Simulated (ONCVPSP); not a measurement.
**F (Z = 9), ONCV: configuration errors across variants**

ONCVPSP 4.0.1 input, shortened (lines: element, Z, core and valence counts, functional; n l f; lmax; l rc ep ncon nbas qcut; lloc lpopt rc5 dvloc0; l nproj debl; icmod fcfact rcfact), LDA (Perdew-Zunger), scalar-relativistic:

```
  F 9.00    1    2        3      upf
    1    0    2.00
    2    0    2.00
    2    1    5.00
    1
    0    0.70    0.00    4    7   11.10
    1    1.80    0.00    4    8    7.60
    4    5    0.65    3.00
    0    1    1.30
    1    2    3.00
    1    0.65    0.00
```

All-electron excitation energies from the reference (eV): (1) 2s2 2p4 19.555; (2) 2s2 2p3 58.067; (3) 2s2 2p2 118.799; (4) 2s1 2p5 38.211.

Errors AE − PS in meV (a dash: test not solved or not reliable):

| change | (1) | (2) | (3) | (4) | bound ghosts | GHOST(+) flags above zero |
| --- | --- | --- | --- | --- | --- | --- |
| base | +123 | +846 | +2884 | -127 | none | none |
| core correction polynomial model core, fcfact 1.14 | +123 | +846 | +2884 | -127 | none | none |
| s: rc 0.64; local potential polynomial inside 0.64 bohr (lpopt 5, dvloc0 3 Ha) | +123 | +846 | +2884 | -126 | none | none |
| local potential polynomial inside 0.50 bohr (lpopt 4, dvloc0 6 Ha) | +123 | +846 | +2884 | -126 | none | none |
| local potential polynomial inside 0.65 bohr (lpopt 5, dvloc0 6.5 Ha) | +123 | +846 | +2884 | -127 | none | none |
| p: qcut 5.8 | +196 | +1298 | +4299 | -207 | none | none |
| p: ncon 3, nbas 7 | +139 | +944 | +3184 | -141 | none | none |

Question: Give the same row for: s: qcut 8.6; p: qcut 5.9.

Answer: +191, +1268, +4191, -204; bound ghosts: none; GHOST(+) flags above zero: none.
